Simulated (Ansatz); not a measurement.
Two isomers of C3H10B2: A = `BCC(B)C`, B = `BCCBC`.

Gas-phase electronic energies from Ansatz, PBE0-D4/def2-TZVP geometries. CBS: MP2 limit from def2 TZ/QZ plus the TZ coupled-cluster correction, frozen cores. Functionals use def2-TZVPP. B3LYP here is the variant with VWN-RPA as its local correlation; programs differ in this. One conformer a species, not always the lowest.

Question: Which isomer does CCSD(T)/CBS put lower? Give the gap. (Best estimate.)

Answer: The calculation gave: B, by 31.4 kJ/mol.

Question: Give E(B) − E(A) in kJ/mol with HF/def2-TZVPP, ωB97M-V, r2SCAN-D4, B3LYP-D4, B3LYP, PBE0-D4, PBE-D4. (Estimate.)

Answer: The calculation gave: HF/def2-TZVPP -83.4, ωB97M-V -30.9, r2SCAN-D4 -29.3, B3LYP-D4 -44.5, B3LYP -50.7, PBE0-D4 -24.3, PBE-D4 -19.9. None reverses the order clearly.

Largest T1 diagnostic: 0.011.

The D4 term adds +6.2 kJ/mol with B3LYP and +3.0 kJ/mol with PBE0; it sums over pairs of atoms, weighted by their polarisabilities, and B3LYP, whose exchange is more repulsive, gets the larger term. In def2-TZVPP, CCSD(T) changes the Hartree–Fock value by +52.6 kJ/mol (the triples alone add +9.2 kJ/mol) and MP2 by +63.8 kJ/mol.
